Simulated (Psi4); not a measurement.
The Psi4 input:
```
memory 2 GB

molecule mol {
0 1
  C    -2.762227    0.766347   -0.200680
  S    -1.673954   -0.324293   -1.182744
  Ge    0.240700   -0.090649   -0.014627
  Cl    1.812557   -1.242462   -0.863356
  Cl    0.847134    1.970484    0.050024
  Cl   -0.035769   -0.693369    2.030001
  H    -3.730283    0.724514   -0.688634
  H    -2.381105    1.782743   -0.215064
  H    -2.841047    0.395029    0.816390
}

set basis def2-svpd
set reference rks

energy('pbe0')
print_variables()
```

Problem. What is the computed dipole moment (PBE0/def2-SVPD run with Psi4 1.11)?

Solution. 2.32 D

Problem. What number of basis functions does PBE0/def2-SVPD give?

Solution. 190

Problem. What is the computed nuclear repulsion energy (PBE0/def2-SVPD)?

Solution. 927.9481 Eh

Problem. Predict the total energy from PBE0/def2-SVPD.

Solution. -3894.1460 Eh

Problem. Roughly what does it cost on one core?

Solution. around 30 core-seconds (rough).
